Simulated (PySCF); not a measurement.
B(Br)2(OH) (BBr2HO), SMILES OB(Br)Br.

Coordinates come from a PBE0-D3(BJ)/def2-SVP optimisation. One conformer was computed; it need not be the lowest.

Calculation: PBE/def2-TZVPD (PySCF).

Symmetry labels are those of the subgroup Cs that the program uses (full group Cs).

List the valence orbital energies around the gap with their symmetry. (Estimate from the structure and the level; the computed values follow.)


```csv
orbital,symmetry,energy (eV)
HOMO−7,A',-11.77
HOMO−6,A',-10.84
HOMO−5,A",-10.21
HOMO−4,A',-8.96
HOMO−3,A",-7.94
HOMO−2,A',-7.85
HOMO−1,A",-7.50
HOMO,A',-7.08
LUMO,A",-1.75
LUMO+1,A',-1.03
LUMO+2,A',-0.49
LUMO+3,A',0.24
```
